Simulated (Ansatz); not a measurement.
Z-matrix (Å, degrees):
```
Sn
H 1 1.7329
H 1 1.7380 2 109.46
S 1 2.4430 2 102.90 3 -113.40
H 4 1.3443 1 94.12 2 160.08
```
Charge 0, spin multiplicity 2.

Level of theory: frozen-core CCSD(T)/def2-TZVPP // B3LYP-D3(BJ)/def2-TZVP (Ansatz, a program for electronic structure).

The HF energy comes out as -612.63382 Ha. The MP2 correlation energy is -0.49139 Ha.

**Question.** Estimate the CCSD correlation energy, the (T) correction, the total energy and the T1 diagnostic.

**Answer.** 
| Quantity | Result |
|---|---|
| CCSD correlation energy | -0.51675 Ha |
| (T) correction | -0.01801 Ha |
| CCSD(T) total energy | -613.16858 Ha |
| T1 diagnostic | 0.017 |
